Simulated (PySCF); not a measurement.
How methods differ on the excitation energy of Re(2+)

Re(2+) [Xe] 4f14 5d5 (6S) → Re(2+) [Xe] 4f14 5d4 6s1 (6D), as a difference of total energies. Computed with PySCF 2.14 in x2c-TZVPPall with one added diffuse shell each of s, p, d, f type (12s8p8d4f1g, 113 functions), with scalar relativity by spin-free X2C-1e. Correlated levels: valence: [Xe] 4f14 frozen. The calculations carry no spin-orbit coupling.

| method | excitation energy (eV) |
| --- | --- |
| UHF | 2.777 |
| LDA | 2.313 |
| PBE | 2.353 |
| PBE0 | 2.588 |
| r2SCAN | 2.322 |
| MP2 (valence) | 2.841 |
| SCS-MP2 (valence) | 2.799 |

Task: How much does correlation contribute at MP2 (valence)?

Result: 2.841 − (2.777) = 0.064 eV, measured against UHF.

A first-order spin-orbit estimate (lowest level to lowest level, LS coupling) adds -0.586 eV.
